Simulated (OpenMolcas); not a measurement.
Computed levels of La I

```
Program             : OpenMolcas 26.06
Method              : CASSCF
Basis               : ANO-RCC-VQZP [9s8p6d4f3g2h]
Scalar Hamiltonian  : DKH2, point nucleus
Active space        : 1 electron in 5 orbitals (5d)
State averaging     : 2S+1 = 2 even, 5 roots
Spin-orbit coupling : RASSI with atomic mean-field integrals over the reference wave functions, term energies averaged over their components
```

With spin-orbit coupling, above the lowest level:

```tsv
Configuration	Term	J	E (eV)	Measured (eV)	Term weight %
5d 6s²	²D	3/2	0.0000	0.0000	100
5d 6s²	²D	5/2	0.1674	0.1306	100
```

Against the measured value (NIST Handbook of Basic Atomic Spectroscopic Data): 5d 6s² ²D_5/2: computed 0.1674, measured 0.1306 eV (+28.2 %).

Spin-orbit coupling puts the lowest level 0.1005 eV below the lowest spin-free term.

With the s shell closed, the reference lacks s² → p², s² → d² and s → d mixing, so excited terms can stand far too high and out of order, with CASPT2 too. With one active electron the reference holds no correlation, so core polarisation is missing. Computed and measured levels are paired by configuration, term and J; levels that our copy of the source lacks, or whose pairing is in doubt (as where it misses far off the trend of its configuration), stay unpaired and out of the deviations. Levels of configurations outside the active space are missing.

The RASSCF and RASSI steps took 6.1 s on 1 thread of Arm Neoverse V2 (shared host); the integral step is not counted.

The term weight is that of the spin-free term in the level, not the purity of its configuration.
